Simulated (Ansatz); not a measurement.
Total energies of SiBrH3 (SiH3Br) from Ansatz at PBE0-D4/def2-TZVP, gas phase (1 Eh = 27.2114 eV = 2625.5 kJ/mol). The reference geometry is relaxed at PBE-D4/def2-TZVP.

```tsv
atom	x (Å)	y (Å)	z (Å)
Si1	-0.0483	-0.0468	0.1508
Br2	0.6051	0.5869	-1.8904
H3	-1.5269	-0.2397	0.1321
H4	0.3279	1.0240	1.1181
H5	0.6422	-1.3245	0.4895
```

```
                 state                     geometry  energy (Eh)
      charge 0 singlet                    reference  -2865.07388
      charge 1 doublet                    reference  -2864.67515
      charge 1 doublet  relaxed at PBE-D4/def2-TZVP  -2864.68183
free Si atom (triplet)                            –   -289.24943
free Br atom (doublet)                            –  -2573.81189
 free H atom (doublet)                            –     -0.50104
```

(1) Work out the vertical ionisation energy to the doublet.

(2) How much does the charge 1 doublet relax, and what is the adiabatic ionisation energy?

(3) What is the binding energy per atom against free atoms?

(1) E(charge 1 doublet) − E(charge 0 singlet) = -2864.67515 − (-2865.07388) = 0.39873 Eh = 10.85 eV. For comparison, −ε of the highest occupied level is 8.47 eV at this level, 2.38 eV less.

(2) Relaxation: -2864.67515 − (-2864.68183) = 0.00668 Eh = 0.18 eV. Adiabatic ionisation energy: 0.39205 Eh = 10.67 eV, without zero-point energy. 

(3) Atoms: 1 × (-289.24943) + 1 × (-2573.81189) + 3 × (-0.50104) = -2864.56444 Eh. Binding: -2864.56444 − (-2865.07388) = 0.50944 Eh = 13.86 eV, or 2.77 eV for each of 5 atoms (no zero-point energy, no counterpoise term).
